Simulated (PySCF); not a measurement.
AlCl2Br, SMILES [Cl][Al]([Cl])[Br].

Geometry optimised at PBE0-D3(BJ)/def2-SVP.

These are CAM-B3LYP/def2-TZVPD (PySCF) values and carry that method's errors.

Symmetry labels are those of the subgroup C2v that the program uses (full group C2v).

Computed valence orbital energies around the gap with their symmetry:
```tsv
orbital	symmetry	energy (eV)
HOMO−7	B2	-12.71
HOMO−6	A1	-12.39
HOMO−5	B1	-11.78
HOMO−4	A1	-11.26
HOMO−3	A2	-11.23
HOMO−2	B2	-11.14
HOMO−1	B1	-10.61
HOMO	B2	-10.32
LUMO	A1	-0.78
LUMO+1	B1	-0.34
LUMO+2	A1	0.88
LUMO+3	B2	1.01
```
